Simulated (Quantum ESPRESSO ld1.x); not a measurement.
Task: These are the eigenvalues of the occupied orbitals of an atom or ion with whole-number occupations (eV). Calculated with ld1.x of Quantum ESPRESSO 7.5: Dirac Kohn-Sham, LDA (Slater exchange, Hedin-Lundqvist correlation), spin-unpolarised, spherical densities, point nucleus.

1s1/2: -3159.50
2s1/2: -343.848
2p1/2: -279.460
2p3/2: -277.220
3s1/2: -65.5271
3p1/2: -50.2243
3p3/2: -49.9709

Which element is it, and in what charge state? The configuration may be excited. Open shells, if any, fill j = l - 1/2 first.

Result: Z = 18, argon, charge +3: Ar3+ in [Ne] 3s2 3p3. The list shows which subshells hold electrons but not how many an open one holds; the 1s level, -116.11 hartree, gives Z - s = 15.2 by -(Z - s)^2/2, which with screening and relativity narrows Z to a few neighbours, and the depths of the outer levels then fix element, charge and occupations together.
